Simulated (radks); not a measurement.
The numbers below are computed, except where a source is named.
Radial electron density D(r) = 4 pi r^2 rho(r) of an atom or ion with 19 electrons. Level of theory: Dirac Kohn-Sham, PBE, spin-unpolarised, spherical densities, finite nucleus; Fermi nuclear charge, rms radius of each element as measured or else 0.836 A^(1/3) + 0.57 fm (a radial shooting solver on a logarithmic mesh with Libxc functionals).

r (bohr)  D(r) (e/bohr)
0.002636         0.3824
0.003019         0.4933
0.003487         0.6445
0.003995         0.8276
0.004614          1.075
0.005286          1.372
0.006056          1.744
0.006994          2.239
0.008013          2.820
0.00918           3.531
0.0106            4.450
0.01215           5.494
0.01403           6.804
0.01607           8.243
0.01841           9.877
0.02127           11.80
0.02436           13.74
0.02791           15.74
0.03224           17.81
0.03693           19.57
0.04265           21.07
0.04887           21.97
0.05598           22.26
0.06466           21.84
0.07408           20.80
0.08555           19.25
0.09801           17.68
0.1123            16.41
0.1297            15.83
0.1486            16.24
0.1702            17.59
0.1966            19.67
0.2252            21.60
0.2601            22.79
0.298             22.48
0.3414            20.52
0.3943            16.96
0.4517            12.93
0.5175            9.204
0.5977            6.447
0.6848            5.312
0.7908            5.431
0.906             6.139
1.038             6.711
1.199             6.649
1.373             5.866
1.586             4.527
1.817             3.156
2.082             1.983
2.404             1.111
2.755            0.6311
3.156            0.3929
3.645            0.2904
4.176            0.2529
4.823            0.2209
5.525            0.1786
6.33             0.1273
7.311           0.07648
8.376           0.04071
9.596           0.01844
11.08          0.006502
12.7           0.001950
14.66         0.0004214

What is the nuclear charge?

Answer. Z = 19. The innermost maximum, from 1s, lies near gamma/Z bohr with gamma = sqrt(1 - (Z/c)^2) = 0.990, here 0.0521 bohr (found: 0.0555), and its height grows with Z. The density is that of neutral potassium in [Ar] 4s1; the configuration itself is not fixed sharply by these data, and Z only to about a unit. D(r) has 3 maxima, at r = 0.0555, 0.271, 1.11 bohr, and minima at 0.131, 0.724 bohr, inside which lie 2.16, 10.36 electrons.
